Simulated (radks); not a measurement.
The numbers below are computed, except where a source is named.
Initial-state core-level shifts of the dysprosium ion Dy3+ when its valence configuration changes from [Xe] 4f9. Code: a radial shooting solver on a logarithmic mesh with Libxc functionals. Model: Dirac Kohn-Sham, PBE, spin-unpolarised, spherical densities, finite nucleus; open shells fill j = l - 1/2 first; Fermi nuclear charge, rms radius 5.2218 fm. Shifts are changes of the shell-averaged eigenvalues in eV (positive: less bound); the change of the density at the nucleus, which sets a Mossbauer isomer shift, is in e/bohr^3, on a base of 7.403e+05.

| valence | 2s | 3p | 4s | 4p | density at nucleus |
|---|---|---|---|---|---|
| 4f7 6s2 | -24.915 | -27.040 | -25.499 | -25.033 | +253.17 |
| 4f7 5d2 | -17.426 | -19.760 | -18.327 | -17.857 | +80.42 |
| 4f8.5 6p0.5 | -6.182 | -6.646 | -6.388 | -6.293 | +23.45 |
| 4f8 6s1 | -11.752 | -12.728 | -12.127 | -11.923 | +114.74 |
| 4f8 6p1 | -12.734 | -13.709 | -13.112 | -12.907 | +49.20 |
| 4f8 5d1 | -8.278 | -9.352 | -8.779 | -8.569 | +37.58 |
| 4f6 5d3 | -27.335 | -31.104 | -28.492 | -27.714 | +128.01 |
| 4f8 5d0.5 6p0.5 | -10.484 | -11.512 | -10.928 | -10.721 | +43.14 |
| 4f7 5d1 6p1 | -22.050 | -24.294 | -22.815 | -22.346 | +92.75 |
